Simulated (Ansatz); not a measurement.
Cost and result for the atomization energy of CH₆O₂Sn, SMILES `OC[O][SnH3]` (10 atoms, 9 bonds).

```
atom   x (Å)   y (Å)   z (Å)
  O1  -0.585   0.055  -2.355
  C2   0.093  -0.212  -1.172
  O3  -0.651   0.248  -0.087
 Sn4   0.031   0.024   1.751
  H5  -0.768   1.000  -2.374
  H6   0.222  -1.303  -1.149
  H7   1.092   0.262  -1.178
  H8   1.526   0.845   1.840
  H9  -1.183   0.731   2.701
 H10   0.224  -1.650   2.023
```

Total charge 0; spin multiplicity 1. Correlated methods include outer-core shells of Sn, which these sets cover unevenly. Sn: def2 effective core potential. The structure was optimised at the PBE0-D4/def2-TZVP level. It is one conformer, not always the lowest. Program: Ansatz. All runs use 4 threads of an INTEL XEON PLATINUM 8581C on a shared host. Times are those of one run each, without the atoms' runs, and a repeat can differ threefold. Electronic energies, without spin–orbit coupling; frozen cores. CCSD(T)/CBS adds CCSD(T) − MP2 in def2-TZVPP to the MP2 limit, and its time is that of the two runs behind it. T1 = 0.013. With those shells the extrapolation isn't a true limit. B3LYP takes the VWN-RPA correlation (the form of Gaussian; ORCA's B3LYP/G).

CCSD(T)/CBS is a level of theory with its own doubt, some kJ/mol a heavy atom from the limit and from the frozen cores, so smaller differences don't rank the functionals.

```json
{"level": "PBE-D4/def2-TZVPP (with forces)", "functions": "227", "wall time": "1.5 s", "atomization (kcal/mol)": "779.9", "difference from CCSD(T)/CBS": "5.5", "per bond": "0.6"}
{"level": "PBE0-D4/def2-TZVPP", "functions": "227", "wall time": "1.6 s", "atomization (kcal/mol)": "761.2", "difference from CCSD(T)/CBS": "-13.2", "per bond": "-1.5"}
{"level": "r2SCAN-D4/def2-TZVPP (with forces)", "functions": "227", "wall time": "2.4 s", "atomization (kcal/mol)": "768.0", "difference from CCSD(T)/CBS": "-6.4", "per bond": "-0.7"}
{"level": "B3LYP-D4/def2-TZVPP (with forces)", "functions": "227", "wall time": "2.5 s", "atomization (kcal/mol)": "765.0", "difference from CCSD(T)/CBS": "-9.4", "per bond": "-1.0"}
{"level": "B2PLYP/def2-TZVPP", "functions": "227", "wall time": "3.2 s", "atomization (kcal/mol)": "757.2", "difference from CCSD(T)/CBS": "-17.2", "per bond": "-1.9"}
{"level": "ωB97X-V/def2-TZVPP", "functions": "227", "wall time": "4 s", "atomization (kcal/mol)": "773.1", "difference from CCSD(T)/CBS": "-1.3", "per bond": "-0.1"}
{"level": "ωB97M-V/def2-TZVPP (with forces)", "functions": "227", "wall time": "6 s", "atomization (kcal/mol)": "769.4", "difference from CCSD(T)/CBS": "-5.0", "per bond": "-0.5"}
{"level": "MP2/def2-QZVPP", "functions": "433", "wall time": "13 s", "atomization (kcal/mol)": "771.2", "difference from CCSD(T)/CBS": "-3.2", "per bond": "-0.4"}
{"level": "CCSD(T)/def2-TZVPP", "functions": "227", "wall time": "83 s", "atomization (kcal/mol)": "751.8", "difference from CCSD(T)/CBS": "-22.6", "per bond": "-2.5"}
{"level": "CCSD(T)/CBS(def2)", "functions": "–", "wall time": "95 s", "atomization (kcal/mol)": "774.4", "difference from CCSD(T)/CBS": "0.0", "per bond": "0.0"}
```

In def2-TZVPP, CCSD(T) changes the Hartree–Fock value by +227.9 kcal/mol (the triples alone add +12.7 kcal/mol) and MP2 by +233.7 kcal/mol; breaking electron pairs costs correlation energy, which Hartree–Fock lacks. The D4 term adds +6.4 kcal/mol with B3LYP and +3.3 kcal/mol with PBE0; it sums over pairs of atoms, weighted by their polarisabilities, and B3LYP, whose exchange is more repulsive, gets the larger term. From PBE to PBE0 (25 % exact exchange), in def2-TZVPP and without D4, the atomization energy moves by −18.1 kcal/mol: exact exchange takes away binding that semilocal exchange gives to molecules.

Spin–orbit coupling would lower the free Sn atoms strongly, and the atomization energy with them, by more than many differences here. For some Ge, Se and Sn compounds the MP2-based and the directly extrapolated limit differ by 10 to 25 kJ/mol.
